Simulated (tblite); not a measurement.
C₃F₅O, doublet, geometry from GFN2-xTB; GFN1-xTB run with tblite.

Input for tblite:
```
$ tblite run mol.xyz --method gfn1 --charge 0 --spin 1 --guess eeq --json tblite.json --no-restart

# file mol.xyz
9

O      0.47815048     0.78701659     1.72183290
C      0.31667736     0.29403693     0.62018288
C      1.36116504    -0.02561886    -0.28654524
F      2.62247885     0.18041603    -0.02599835
F      1.18233591    -0.55486511    -1.46832239
C     -1.10346250    -0.04784240     0.07520924
F     -2.04367988     0.26606422     0.95131728
F     -1.35657716     0.61600942    -1.06031737
F     -1.21250029    -1.35424531    -0.19976189
```

It wrote (shortened):

```
xTB calculator
 | screened Coulomb repulsion
 | Coulomb electrostatics
 |  * isotropic Klopman-Ohno-Mataga-Nishimoto electrostatics
 |  * onsite third-order electrostatics
 | DFT-D3(BJ) dispersion correction

halogen bonding energy    0.0000000000000E+00 Eh
repulsion energy          1.2526118212058E-01 Eh
dispersion energy        -2.7312125036623E-03 Eh
number of electrons       5.3000000000000E+01 e
integral cutoff           1.7350510997663E+01 bohr

------------------------------------------------------------
  cycle        total energy    energy error   density error
------------------------------------------------------------
      1     -36.46146352512  -3.6583993E+01   5.4403190E-01
      2     -36.64909947315  -1.8763595E-01   3.2448876E-01
      3     -36.65742865372  -8.3291806E-03   1.6695139E-01
      4     -36.66400130431  -6.5726506E-03   2.2720534E-02
      5     -36.66544259390  -1.4412896E-03   2.3316355E-03
      6     -36.66545364545  -1.1051549E-05   7.9733652E-04
      7     -36.66545526444  -1.6189984E-06   1.0794214E-04
      8     -36.66545527876  -1.4317088E-08   4.2702770E-05
      9     -36.66545527895  -1.8851409E-10   1.8198296E-05
------------------------------------------------------------

electronic energy        -3.6787985248566E+01 Eh
total energy             -3.6665455278949E+01 Eh

Post processing:
 | Mayer-Wiberg bond orders

[Info] JSON dump of results written to 'tblite.json'
```
